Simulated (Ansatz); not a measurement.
System: SrO (charge 0, singlet). SMILES: [O]=[Sr]
Geometry from a B3LYP-D3(BJ)/def2-TZVP (Ansatz, a program for electronic structure) optimisation:
```xyz
2

Sr     0.0000     0.0000    -0.3369
O      0.0000     0.0000     1.6002
```

Parts of the frozen-core correlation energy in def2-SVP (Ansatz, hartree). Frozen orbitals: 5; correlated occupied orbitals by spin: 4 and 4; virtual: 28 and 28. Spin-orbit coupling is left out. Past Kr the def2 sets carry scalar-relativistic core potentials.

| term | value |
|---|---|
| reference (HF) | -105.06384 |
| MP2 opposite-spin | -0.17960 |
| MP2 same-spin | ___ |
| CCSD correlation | ___ |
| (T) | ___ |
| CCSDT minus CCSD(T) | 0.00035 |
| CCSDT(Q) minus CCSD(T) | -0.00197 |
| T1 diagnostic | 0.046 |
| largest doubles amplitude | 0.036 |

Task: Complete the blanks.

Result: 
- MP2 same-spin, value: -0.07371
- CCSD correlation, value: -0.23294
- (T), value: -0.01264
